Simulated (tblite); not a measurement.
Isomers of C4H9ClO2S. Calculated harmonic vibrations of the isolated species, GFN2-xTB (tblite), most abundant isotopes, no scaling. The method is semi-empirical: single wavenumbers can be off by several per cent or more. One conformer each.

Electronic energies: GFN2-xTB at the same geometries; isomer energies are rough at this level and their order can be wrong.

```csv
SMILES,"electronic energy, lowest = 0 (kJ/mol)"
CCCCS(=O)(=O)Cl,48.5
CC(C)(C)S(=O)(=O)Cl,0.0
CC[C@H](C)S(=O)(=O)Cl,24.7
CC(C)CS(=O)(=O)Cl,40.9
```

Question: How do GFN2-xTB zero-point energies change the relative energies?

Answer: 
```csv
SMILES,ZPE (kJ/mol),of it from modes above 1550 cm⁻¹,electronic (kJ/mol),"with ZPE, lowest = 0 (kJ/mol)",lowest mode (cm⁻¹),rings
CC(C)(C)S(=O)(=O)Cl,341.9,163.5,0.0,0.0,68,0
CC[C@H](C)S(=O)(=O)Cl,344.6,162.7,24.7,27.4,50,0
CC(C)CS(=O)(=O)Cl,344.3,163.3,40.9,43.3,53,0
CCCCS(=O)(=O)Cl,345.1,162.4,48.5,51.7,42,0
```

The zero-point energies span 3.2 kJ/mol, from `CC(C)(C)S(=O)(=O)Cl` to `CCCCS(=O)(=O)Cl`. The order is unchanged.

Question: What do entropy and thermal enthalpy add at 298.15 K and 1 bar (rigid rotor, harmonic oscillator, one conformer each)?

Answer: 
| SMILES | point group | symmetry number | S (J/(mol K)) | H − H(0) (kJ/mol) | ZPE + H − H(0) − TS (kJ/mol) |
| --- | --- | --- | --- | --- | --- |
| CC(C)(C)S(=O)(=O)Cl | Cs | 1 | 410.7 | 29.78 | 249.2 |
| CC[C@H](C)S(=O)(=O)Cl | C1 | 1 | 407.9 | 28.73 | 251.8 |
| CC(C)CS(=O)(=O)Cl | C1 | 1 | 412.9 | 28.87 | 250.0 |
| CCCCS(=O)(=O)Cl | C1 | 1 | 416.2 | 28.68 | 249.7 |
